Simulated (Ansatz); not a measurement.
C₂H₆BFSSi (`BC(=C)S[SiH2]F`), relaxed with RKS PBE0-D4/def2-TZVP in the Gaussian-basis code of Ansatz from a PBE-D4/def2-SVP geometry. The force threshold is 0.005 eV/Å; the program also tests the step.

The species carries charge 0 and has multiplicity 1.

Start:

```xyz
12

B     0.325    0.578    1.284
C     0.859    0.373   -0.156
C     2.175    0.626   -0.411
S    -0.202   -0.024   -1.555
Si   -1.891   -0.955   -0.619
F    -2.962    0.109    0.020
H     1.134    0.743    2.177
H    -0.863    0.602    1.533
H     2.844    0.892    0.422
H     2.610    0.594   -1.425
H    -2.573   -1.661   -1.750
H    -1.457   -1.877    0.479
```

| step | energy (eV) | largest force (eV/Å) | largest move (Å) |
| --- | --- | --- | --- |
| 1 | -24268.7077 | 0.967 | 0.000 |
| 2 | -24268.7794 | 0.582 | 0.040 |
| 3 | -24268.7924 | 0.117 | 0.034 |
| 4 | -24268.7929 | 0.123 | 0.030 |
| 5 | -24268.7940 | 0.023 | 0.018 |
| 6 | -24268.7941 | 0.007 | 0.010 |
| 7 | -24268.7942 | 0.003 | 0.003 |

End:

```xyz
12

B     0.337    0.564    1.289
C     0.846    0.377   -0.151
C     2.142    0.619   -0.407
S    -0.207   -0.007   -1.533
Si   -1.879   -0.934   -0.628
F    -2.950    0.099   -0.046
H     1.149    0.746    2.147
H    -0.825    0.555    1.564
H     2.806    0.878    0.409
H     2.568    0.581   -1.406
H    -2.536   -1.674   -1.727
H    -1.451   -1.805    0.489
```

Hardware: 4 threads of an Arm Neoverse V2 on a shared host. Wall time 34 s, peak host memory 0.72 GiB.
